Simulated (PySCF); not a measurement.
SMILES C[Te][SeH] (CH₄SeTe), B3LYP/def2-SVP optimised geometry.

```
7

Te    -1.10    -0.74     0.00
C      1.09    -0.74     0.00
H      1.46    -0.31    -0.94
H      1.40    -1.79     0.09
H      1.45    -0.17     0.86
Se    -1.46     1.79     0.00
H     -1.45     1.97    -1.47
```

Density from B3LYP/def2-TZVP, def2 effective core potentials past Kr in PySCF at that geometry. The core electrons that the potentials of Te replace are not part of the density.

Minimum of the electron density along straight lines between bonded atoms, close to the bond critical point (lines longer than 1.1 times the sum of covalent radii, or with two minima, are not listed):

```tsv
bond	length / Å	ρ at the minimum / e bohr⁻³	∇²ρ there / e bohr⁻⁵	position (fraction from the first atom)
Te1–C2	2.185	?	-0.01	0.52
C2–H3	1.097	0.276	-0.94	0.65
C2–H4	1.100	0.272	-0.91	0.64
C2–H5	1.097	0.276	-0.94	0.65
Te1–Se6	2.559	?	?	0.49
Se6–H7	1.481	0.173	-0.31	0.63
```

### Question
What belongs in the gaps?

### Answer

- Te1–C2, ρ at the minimum / e bohr⁻³: 0.109
- Te1–Se6, ρ at the minimum / e bohr⁻³: 0.080
- Te1–Se6, ∇²ρ there / e bohr⁻⁵: 0.00
